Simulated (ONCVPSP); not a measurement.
**Reading a pseudo-wave (Cr (Z = 24))**

Columns: radius, all-electron u(r) and pseudo u(r) of the 3s shell (level -73.56 eV) of chromium in the configuration [Ne] 3s2 3p6 3d5 4s1; LDA (Perdew-Zunger), scalar-relativistic, ONCV scheme, ONCVPSP 4.0.1.

| r (bohr) | all-electron | pseudo |
| --- | --- | --- |
| 0.072 | 0.1058 | 0.1189 |
| 0.145 | -0.4835 | 0.2418 |
| 0.217 | -0.6108 | 0.3664 |
| 0.290 | -0.3743 | 0.4957 |
| 0.362 | 0.0062 | 0.6233 |
| 0.435 | 0.3963 | 0.7481 |
| 0.507 | 0.7152 | 0.8608 |
| 0.580 | 0.9478 | 0.9581 |
| 0.652 | 1.0901 | 1.0316 |
| 0.725 | 1.1593 | 1.0794 |
| 0.798 | 1.1704 | 1.0981 |
| 0.870 | 1.1400 | 1.0881 |
| 0.942 | 1.0823 | 1.0522 |
| 1.015 | 1.0068 | 0.9938 |
| 1.088 | 0.9224 | 0.9189 |
| 1.160 | 0.8362 | 0.8359 |
| 1.232 | 0.7510 | 0.7509 |
| 1.305 | 0.6684 | 0.6683 |
| 1.378 | 0.5910 | 0.5909 |
| 1.450 | 0.5208 | 0.5207 |
| 1.522 | 0.4569 | 0.4568 |
| 1.595 | 0.3986 | 0.3986 |
| 1.668 | 0.3466 | 0.3466 |
| 1.740 | 0.3012 | 0.3011 |
| 1.812 | 0.2611 | 0.2611 |
| 1.885 | 0.2254 | 0.2254 |

Problem. How many radial nodes do the two functions have?

Solution. The all-electron 3s function has n − l − 1 = 2; the pseudo-wave has 0, since the states of the same l below it are removed with the core.

Problem. At about which radius was the pseudo-wave matched?

Solution. 1.20 bohr, where the columns begin to agree (steps of 0.07 bohr).

Problem. Where does each function peak?

Solution. Outermost all-electron maximum near 0.80 bohr, pseudo maximum near 0.80 bohr (to the table’s step).

Problem. Is the pseudo-wave norm-conserving?

Solution. Yes: the ONCV scheme keeps the norm inside the radius equal to the all-electron one, which fixes the energy derivative of the logarithmic derivative at the level.
